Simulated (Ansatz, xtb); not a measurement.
Spectroscopic constants of InW, multiplicity 6 (lowest of 2S+1 = 2, 4, 6, 8 at PBE0/def2-TZVPP; our sources give no spin for the ground state, which may be another). No spin–orbit coupling.

The constants come from a fifth-degree fit in 1/R (seven points, main isotopes). In def2 and cc sets the state is the lowest found near the PBE0 minimum, followed along R.

Codes used: Ansatz (Gaussian basis) for Hartree–Fock, density functionals and correlated methods; xtb for the GFN methods.  In def2 rows elements past Kr take small-core potentials, without spin–orbit coupling. The GFN methods have no spin term and hold the electronic entropy of 300 K.

```tsv
level	r_e (Å)	ω_e (cm⁻¹)	α_e (cm⁻¹)	ω_e x_e (cm⁻¹)	dipole (D)
GFN1-xTB	2.805	177	0.00016	1.1	-
SVWN5/def2-TZVPP	2.768	154	9.2e-5	0.33	0.66
PBE/def2-TZVPP	2.840	140	9.3e-5	0.32	0.52
r2SCAN/def2-TZVPP	2.838	136	0.00010	0.36	0.10
B97M-V/def2-TZVPP	2.896	128	9.4e-5	0.31	0.49
B3LYP/def2-TZVPP	2.849	139	9.1e-5	0.31	0.78
PBE0/def2-TZVPP	2.832	140	9.7e-5	0.34	0.12
BHLYP/def2-TZVPP	2.846	138	9.4e-5	0.32	0.40
CAM-B3LYP/def2-TZVPP	2.816	145	9.2e-5	0.32	0.41
wB97X-V/def2-TZVPP	2.808	147	9.1e-5	0.31	0.19
wB97M-V/def2-TZVPP	2.813	147	8.8e-5	0.30	0.48
B2PLYP/def2-TZVPP	2.796	156	8.5e-5	0.32	-
```

Correlated levels freeze the inner cores; with def2 sets outer-core shells near the valence are correlated too.

Doubts at one or more of the structures used: a spin-contaminated determinant (r2SCAN/def2-TZVPP).

Ansatz is a program for electronic structure.
